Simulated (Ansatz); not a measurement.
Stepwise reaction of `[SiH3][Ga]([Cl])[Cl]` with hydrogen, as a gas-phase model of exchange steps in deposition or etching. ΔE in kJ/mol.

Gas-phase electronic energies from Ansatz, PBE0-D4/def2-TZVP geometries. CCSD(T)/CBS is the MP2 limit (def2-TZVPP, def2-QZVPP) plus CCSD(T) − MP2 in def2-TZVPP, frozen cores. This one scheme is used for every species. DFT in def2-TZVPP. B3LYP here is the variant with VWN-RPA as its local correlation; programs differ in this. For Ga outer-core shells are correlated without core-valence functions, which leaves a few kJ/mol of doubt a bond. Scalar relativity is left out up to krypton.

```json
{"step": "1", "reaction": "`[SiH3][Ga]([Cl])[Cl]` + H₂ → `[SiH3][GaH][Cl]` + HCl", "PBE-D4": "107.5", "B3LYP-D4": "109.9", "ωB97M-V": "107.2", "CCSD(T)/CBS": "108.9"}
{"step": "2", "reaction": "`[SiH3][GaH][Cl]` + H₂ → `[SiH3][GaH2]` + HCl", "PBE-D4": "117.0", "B3LYP-D4": "119.1", "ωB97M-V": "115.9", "CCSD(T)/CBS": "118.4"}
```

**Question.** By hand: ΔE of the 2 steps together at CCSD(T)/CBS.

**Answer.** (108.9) + (118.4) = 227.3 kJ/mol, or 113.7 kJ/mol a step.

In ΔE each step is higher than the one before. All are uphill at CCSD(T)/CBS. PBE-D4 differs from CCSD(T)/CBS by -1.4 to -1.4 kJ/mol a step. Isolated molecules leave out the surface, adducts and barriers. Largest T1 diagnostic: 0.013.
